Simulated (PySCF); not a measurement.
CH6O2Si2. Atoms are numbered in the order given.

```xyz
11

O      2.0169     1.0697    -0.1380
Si     0.5501     0.4506    -0.6582
O      0.4026    -1.2424    -0.4664
C     -0.7812    -1.4763     0.3418
Si    -1.3619     0.3444     0.7095
H      2.2314     0.8905     0.7947
H      0.5047     0.8885    -2.0900
H     -1.5281    -2.0685    -0.2318
H     -0.5150    -2.0649     1.2477
H     -2.7268     0.7114     0.1877
H     -1.2700     0.7526     2.1582
```

Geometry: PBE-D3(BJ)/def2-SVP. The structure was generated by enumeration; whether it is a known compound was not checked. Other conformers were not sampled.

These are TDA-ωB97X/def2-SVPD (PySCF) values and carry that method's errors.

Vertical excitations. Gas-phase values at a fixed geometry.

```
state  energy (eV)  λ (nm)      f                                                  main pairs
-----  -----------  ------  -----  ----------------------------------------------------------
S1            6.28     197  0.039                                              HOMO→LUMO 85 %
S2            6.64     187  0.036       HOMO→LUMO+1 41 %, HOMO→LUMO+2 40 %, HOMO−1→LUMO+1 7 %
S3            6.93     179  0.013                                            HOMO−1→LUMO 79 %
S4            7.03     176  0.252         HOMO→LUMO+2 38 %, HOMO→LUMO+1 33 %, HOMO→LUMO+3 9 %
S5            7.33     169  0.065                        HOMO−1→LUMO+1 66 %, HOMO→LUMO+1 12 %
S6            7.37     168  0.031                                            HOMO−2→LUMO 69 %
S7            7.51     165  0.009   HOMO−1→LUMO+2 48 %, HOMO−1→LUMO+3 21 %, HOMO−1→LUMO+1 9 %
S8            7.57     164  0.026                                            HOMO→LUMO+3 68 %
S9            7.74     160  0.012  HOMO−2→LUMO+1 48 %, HOMO−2→LUMO+2 24 %, HOMO−2→LUMO+3 10 %
S10           7.86     158  0.042  HOMO−2→LUMO+1 39 %, HOMO−2→LUMO+2 27 %, HOMO−2→LUMO+3 18 %
T1            5.37     231      0                                              HOMO→LUMO 78 %
T2            5.83     213      0                                            HOMO→LUMO+1 77 %
T3            6.23     199      0                                            HOMO→LUMO+2 80 %
T4            6.59     188      0                                            HOMO−1→LUMO 80 %
```
Triplets are in the Tamm–Dancoff approximation.
